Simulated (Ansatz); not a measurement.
C$_{3}$H$_{4}$AlF (`C#[C][Al]([CH3])[F]`). Charge 0, multiplicity 1. Geometry: relaxed with PBE0-D4/def2-TZVP.

```xyz
9

C    -0.112   -0.953   -2.635
C    -0.246   -0.316   -1.615
Al   -0.415    0.636    0.021
C     0.403    0.107    1.688
F    -1.332    2.007   -0.027
H     0.002   -1.509   -3.538
H     1.094    0.877    2.044
H    -0.351   -0.021    2.470
H     0.958   -0.828    1.592
```

(1) What is the dipole moment at r2SCAN/def2-TZVPP? (Best estimate.)

(2) And with PBE, B3LYP, ωB97M-V? (Best estimate.)

(3) Give the Mulliken charges with r2SCAN, PBE, B3LYP in def2-TZVPP. (Estimate.)

Results:

(1) The calculation gave: 1.93 D, with components (1.09, -1.58, 0.18) D in this frame, pointing from negative to positive charge.

(2) The calculation gave: PBE 1.90 D, B3LYP 1.94 D, ωB97M-V 1.91 D.

(3) Computed: 
| atom | r2SCAN | PBE | B3LYP |
| --- | --- | --- | --- |
| C1 | -0.07 | 0.02 | 0.06 |
| C2 | -0.49 | -0.46 | -0.58 |
| Al3 | 0.84 | 0.66 | 0.76 |
| C4 | -0.38 | -0.43 | -0.45 |
| F5 | -0.35 | -0.31 | -0.35 |
| H6 | 0.23 | 0.21 | 0.25 |
| H7 | 0.07 | 0.10 | 0.10 |
| H8 | 0.07 | 0.10 | 0.10 |
| H9 | 0.08 | 0.11 | 0.11 |

B3LYP here is the variant with VWN-RPA as its local correlation; programs differ in this.
